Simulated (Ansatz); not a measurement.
C₂H₅FSSi (`F/C(S)=C\[SiH3]`). Charge 0, multiplicity 1. The geometry is a stationary point of PBE0-D4/def2-TZVP. It is one conformer, not always the lowest.

```xyz
10

F     1.006    1.446    0.360
C     0.101    0.629    0.911
S    -0.358    1.106    2.531
C    -0.420   -0.386    0.233
Si   -0.077   -0.762   -1.553
H     0.837    1.630    2.853
H    -1.101   -1.022    0.789
H     0.470    0.427   -2.250
H     0.890   -1.886   -1.674
H    -1.348   -1.181   -2.201
```

Question: What is the dipole moment at ωB97M-V/def2-TZVPP? (Estimate.)

Answer: Ansatz gave: 1.00 D, with components (0.03, -0.14, 0.99) D in this frame, pointing from negative to positive charge.

Question: And with PBE, r2SCAN, B3LYP? (Best estimate.)

Answer: Computed: PBE 0.99 D, r2SCAN 1.01 D, B3LYP 0.99 D.

Question: Give the Mulliken charges with ωB97M-V, r2SCAN, PBE in def2-TZVPP. (Estimate.)

Answer: Computed: 
```
atom  ωB97M-V  r2SCAN    PBE
  F1    -0.18   -0.18  -0.14
  C2     0.18    0.23   0.19
  S3    -0.07   -0.08  -0.11
  C4    -0.29   -0.29  -0.23
 Si5     0.21    0.34   0.23
  H6     0.12    0.11   0.12
  H7     0.10    0.08   0.09
  H8    -0.01   -0.06  -0.04
  H9    -0.03   -0.07  -0.05
 H10    -0.03   -0.07  -0.05
```

B3LYP here is the variant with VWN-RPA as its local correlation; programs differ in this.
